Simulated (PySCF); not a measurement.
## Polarisability and C₆ of Xe²⁺ (xenon, charge +2)

[Kr] 4d10 5s2 5p4, high-spin 3P determinant. Computed with PySCF 2.14 in aug-cc-pwCVTZ-PP with ECP28MDF, with scalar relativity through the core potential. Coupled (time-dependent) response in atomic units; α is the mean over directions.

| method | mean α (bohr³) | α xx, yy, zz | C₆ (like pair) | S(−4) |
| --- | --- | --- | --- | --- |
| UHF | 12.80 | 12.82, 12.76, 12.82 | 92.14 | 27.25 |
| PBE | 12.86 | 12.74, 13.10, 12.74 | 92.52 | 27.86 |
| PBE0 | 12.76 | 12.68, 12.92, 12.68 | 91.65 | 27.18 |
| wB97X-V | 12.76 | 12.70, 12.88, 12.70 | 91.61 | 27.20 |

S(−4) is the Cauchy moment in α(ω) = α(0) + S(−4) ω² + …

Spin-orbit coupling is absent.

α(iu) at PBE0:

| u (hartree) | α(iu) (bohr³) |
| --- | --- |
| 0 | 12.76 |
| 0.0500 | 12.69 |
| 0.100 | 12.49 |
| 0.200 | 11.77 |
| 0.300 | 10.75 |
| 0.500 | 8.487 |
| 0.750 | 6.156 |
| 1.00 | 4.568 |
| 1.50 | 2.808 |
| 2.00 | 1.943 |
| 3.00 | 1.139 |
| 5.00 | 0.5517 |

For an ion, C₆ is the dispersion term alone; charge-induced terms of lower order in 1/R come first.

The components differ because the open shell of this determinant is not spherical; for a pure term their mean is the scalar polarisability.

Energies and moments cover only the electrons outside the core potential.
